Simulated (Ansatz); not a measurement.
**C4H6O3 (acetic anhydride): the vertical energy of the triplet above the singlet from total energies**

The species is C4H6O3 (13 atoms), meant as a singlet with charge 0. SMILES: `CC(=O)OC(C)=O`. Geometry: relaxed at PBE0-D4/def2-TZVP. This is one conformer, not always the lowest.

Both states at this one shape; open shells run unrestricted unless said. 1 Eh = 27.2114 eV.

| level | program | singlet C4H6O3 (Eh) | triplet C4H6O3 (Eh) |
| --- | --- | --- | --- |
| HF/STO-3G | Ansatz | -374.630176 | -374.507705 |
| BLYP/6-31G* (spherical functions) | Ansatz | -381.607709 | -381.443452 |
| B3LYP/6-31G* (spherical functions) | Ansatz | -381.719967 | -381.539193 |
| B3LYP/6-31G* (Cartesian functions) | Ansatz | -381.726779 | -381.545794 |

Question: Work out the vertical gap, second state less first, at each level.

Answer: 
1. HF/STO-3G: -374.507705 − (-374.630176) = 0.122471 Eh = 3.33 eV.
2. BLYP/6-31G* (spherical functions): -381.443452 − (-381.607709) = 0.164257 Eh = 4.47 eV.
3. B3LYP/6-31G* (spherical functions): -381.539193 − (-381.719967) = 0.180774 Eh = 4.92 eV.
4. B3LYP/6-31G* (Cartesian functions): -381.545794 − (-381.726779) = 0.180985 Eh = 4.92 eV.

No measured value is set beside it here; the levels span 3.33 to 4.92 eV. Hartree–Fock favours the state with fewer electron pairs, since it lacks pair correlation. Minimal sets are far from the basis-set limit.
